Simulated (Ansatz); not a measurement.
Relaxation of F3GeH (5 atoms, charge 0, multiplicity 1), to a largest force component of 0.03 eV/Å in at most 50 steps.

These are results of Ansatz, RKS PBE0/def2-SVP, not measurements.

```xyz
5
Properties=species:S:1:pos:R:3:forces:R:3
Ge -0.746 0.000 0.212 0.06 0.00 0.07
H 1.612 0.000 1.637 0.08 0.00 0.20
F 2.057 0.000 0.829 -0.18 0.00 -0.18
F -0.865 1.328 -0.917 0.02 -0.07 -0.04
F -0.865 -1.328 -0.917 0.02 0.07 -0.04
```

**Question.** Where does it end, and by what steps?

**Answer.** It converged. The force dipped under the threshold on the way, but the program's further checks kept it going. After 34 steps the energy has fallen by 0.426 eV; H2 moved furthest, 1.19 Å.

```tsv
step	energy less start (eV)	largest force component (eV/Å)	accepted
0	0.0000	0.199	yes
2	-0.0277	0.716	yes
4	-0.0855	1.144	yes
6	-0.1056	0.942	no
8	-0.1220	0.036	yes
10	-0.1223	0.090	yes
12	-0.1226	0.068	yes
14	-0.1099	1.203	no
16	-0.1268	0.035	yes
18	-0.1300	0.130	yes
20	-0.1390	0.306	yes
22	-0.1469	0.244	yes
24	-0.1675	0.733	yes
26	-0.1991	1.748	yes
28	-0.2779	2.054	yes
30	-0.3611	1.366	no
32	-0.4223	0.215	yes
34	-0.4259	0.019	yes
```

```xyz
5
Properties=species:S:1:pos:R:3
Ge -0.927 -0.183 0.343
H 1.297 0.477 0.589
F 1.269 -0.298 1.139
F 0.057 1.230 -0.234
F -0.503 -1.227 -0.992
```

Whether the end is a true minimum wasn't checked by a vibrational analysis.

The run took 52 s on 1 thread of Intel(R) Xeon(R) 6975P-C (Granite Rapids) (shared host), peak memory 0.17 GiB.
